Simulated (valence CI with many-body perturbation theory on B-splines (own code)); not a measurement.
Dy LX: calculated level list

Level of theory: configuration interaction combined with many-body perturbation theory (CI+MBPT): five valence electrons over a frozen Dirac-Fock core [He], a basis of 11 s, 11 p, 10 d, 8 f, 5 g, 2 h functions for each j, with the one-electron correlation potential Σ1 (screened to all orders), the two-electron term Σ2, the three-electron term Σ3, Breit, model QED; selected single and double excitations, second order for the rest, scaled by the run's own slope (own B-spline code, finite nucleus).

No measured spectrum was set against this ion. As an estimate, large intervals hold to a few tenths of a per cent, small ones and those within an open d or f shell to about a per cent. Among the levels kept, up to 7300 cm⁻¹ of a level comes from second order outside the variational space, and about a tenth of that is noise between levels of different J, which matters for small intervals.

Levels 46 to 90 of 201, with energies above the lowest level, (2s^2 2p1/2^2 2p3/2) J=3/2. "Leading %" is the weight of the configuration and term that name the level; weights of strongly mixed levels are sums over their largest components and can fall short. In the jj column 3d3/2^4 stands for four electrons in 3d with j = 3/2. Lifetimes count E1, E2, E3, M1 and M2 decay at the calculated energies, and are blank where another channel may lead or the interval is too uncertain; long ones can be off by a factor of two.

```
No.  Configuration  Term    J  E (eV)  Leading %      g                      Leading jj  Lifetime
 46       2s²2p²3d    ⁴D  1/2  8228.2         77  0.250   2s^2 2p1/2 2p3/2 3d3/2 (96 %)   8.48 fs
 47       2s²2p²3d    ²G  7/2  8240.2         52  1.014   2s^2 2p1/2 2p3/2 3d3/2 (98 %)   96.7 fs
 48       2s²2p²3d    ²D  5/2  8254.5         35  1.139   2s^2 2p1/2 2p3/2 3d3/2 (95 %)   1.01 fs
 49       2s²2p²3d    ²D  3/2  8261.1         43  1.094   2s^2 2p1/2 2p3/2 3d3/2 (92 %)   1.12 fs
 50       2s²2p²3d    ²P  1/2  8269.7         34  1.630   2s^2 2p1/2 2p3/2 3d3/2 (94 %)    999 as
 51       2s²2p²3d    ⁴D  7/2  8283.5         46  1.299   2s^2 2p1/2 2p3/2 3d5/2 (99 %)   39.4 fs
 52       2s²2p²3d    ²P  3/2  8300.6         38  1.332   2s^2 2p1/2 2p3/2 3d5/2 (97 %)   1.35 fs
 53       2s²2p²3d    ²G  9/2  8302.7         64  1.171  2s^2 2p1/2 2p3/2 3d5/2 (100 %)   13.3 ps
 54       2s²2p²3d    ²F  5/2  8302.8         43  1.139   2s^2 2p1/2 2p3/2 3d5/2 (97 %)   1.06 fs
 55       2s²2p²3d    ²D  5/2  8318.3         61  1.239   2s^2 2p1/2 2p3/2 3d5/2 (97 %)    764 as
 56       2s²2p²3d    ²F  7/2  8325.8         69  1.122   2s^2 2p1/2 2p3/2 3d5/2 (98 %)    694 as
 57       2s²2p²3d    ²D  3/2  8330.6         58  0.962   2s^2 2p1/2 2p3/2 3d5/2 (99 %)   1.04 fs
 58       2s²2p²3d    ²P  1/2  8335.3         58  1.191   2s^2 2p1/2 2p3/2 3d5/2 (99 %)    968 as
 59        2s2p³3p    ⁴D  7/2  8388.6         49  1.432   2s 2p1/2^2 2p3/2 3p3/2 (98 %)    193 fs
 60        2s2p³3p    ⁴P  3/2  8397.0         31  1.519   2s 2p1/2^2 2p3/2 3p3/2 (98 %)   4.84 fs
 61        2s2p³3p    ⁴P  5/2  8412.8         38  1.414   2s 2p1/2^2 2p3/2 3p3/2 (98 %)   5.19 fs
 62        2s2p³3p    ²P  1/2  8416.8         39  1.449   2s 2p1/2^2 2p3/2 3p3/2 (99 %)   2.95 fs
 63        2s2p³3p    ²D  5/2  8471.4         32  1.255   2s 2p1/2^2 2p3/2 3p3/2 (99 %)   6.47 fs
 64        2s2p³3d   ⁴D°  5/2  8476.7         30  1.253   2s 2p1/2^2 2p3/2 3d3/2 (99 %)   11.0 fs
 65        2s2p³3d   ⁴D°  3/2  8481.1         29  1.360   2s 2p1/2^2 2p3/2 3d3/2 (99 %)   5.12 fs
 66        2s2p³3d   ⁴F°  7/2  8484.0         24  1.241   2s 2p1/2^2 2p3/2 3d3/2 (94 %)    193 fs
 67        2s2p³3d   ⁴P°  1/2  8484.4         46  2.289   2s 2p1/2^2 2p3/2 3d3/2 (99 %)   12.7 fs
 68        2s2p³3p    ²P  3/2  8486.3         34  1.220   2s 2p1/2^2 2p3/2 3p3/2 (99 %)   7.36 fs
 69        2s2p³3p    ⁴P  1/2  8490.6         40  1.759   2s 2p1/2^2 2p3/2 3p3/2 (99 %)   73.0 fs
 70        2s2p³3d   ⁴F°  9/2  8536.0         50  1.335   2s 2p1/2^2 2p3/2 3d5/2 (99 %)   11.7 ps
 71        2s2p³3d   ²D°  3/2  8546.7         30  0.969   2s 2p1/2^2 2p3/2 3d3/2 (68 %)   9.52 fs
 72        2s2p³3d   ²D°  5/2  8556.7         35  1.153   2s 2p1/2^2 2p3/2 3d5/2 (60 %)   3.52 fs
 73        2s2p³3d   ⁴D°  5/2  8559.7         23  1.098   2s 2p1/2^2 2p3/2 3d3/2 (60 %)   1.96 fs
 74        2s2p³3d   ⁴D°  1/2  8564.9         52  0.603   2s 2p1/2^2 2p3/2 3d3/2 (90 %)   3.32 fs
 75        2s2p³3d   ⁴D°  7/2  8565.2         41  1.280   2s 2p1/2^2 2p3/2 3d5/2 (94 %)    809 as
 76        2s2p³3d   ²D°  3/2  8579.7         39  1.099   2s 2p1/2^2 2p3/2 3d5/2 (68 %)   1.24 fs
 77        2s2p³3d   ²P°  1/2  8588.4         57  0.688   2s 2p1/2^2 2p3/2 3d5/2 (90 %)   1.25 fs
 78        2s2p³3d   ²F°  7/2  8624.9         34  1.170   2s 2p1/2^2 2p3/2 3d5/2 (99 %)   3.99 fs
 79        2s2p³3d   ²D°  5/2  8638.6         37  1.136   2s 2p1/2^2 2p3/2 3d5/2 (99 %)    784 as
 80        2s2p³3d   ²P°  3/2  8640.0         31  1.276   2s 2p1/2^2 2p3/2 3d5/2 (99 %)   1.16 fs
 81       2s²2p²3s    ⁴P  5/2  8663.7         64  1.433          2s^2 2p3/2^2 3s (99 %)   18.5 fs
 82       2s²2p²3s    ²P  3/2  8672.8         54  1.159          2s^2 2p3/2^2 3s (99 %)   5.68 fs
 83       2s²2p²3s    ²S  1/2  8720.8         68  1.981          2s^2 2p3/2^2 3s (99 %)   9.74 fs
 84       2s²2p²3p   ⁴P°  3/2  8766.9         26  1.430       2s^2 2p3/2^2 3p1/2 (98 %)    330 fs
 85       2s²2p²3p   ²D°  5/2  8769.7         39  1.173       2s^2 2p3/2^2 3p1/2 (98 %)    445 fs
 86       2s²2p²3p   ²P°  1/2  8821.7         74  0.655       2s^2 2p3/2^2 3p1/2 (98 %)    448 fs
 87        2s2p³3s   ⁶S°  5/2  8858.5         49  1.641      2s 2p1/2 2p3/2^2 3s (98 %)   24.0 fs
 88        2s2p³3s   ⁴S°  3/2  8883.7         48  1.475      2s 2p1/2 2p3/2^2 3s (98 %)   6.28 fs
 89        2s2p³3s   ⁴D°  7/2  8897.8         97  1.397      2s 2p1/2 2p3/2^2 3s (97 %)   20.4 fs
 90        2s2p³3s   ²D°  5/2  8921.7         74  1.215      2s 2p1/2 2p3/2^2 3s (98 %)   6.91 fs
```
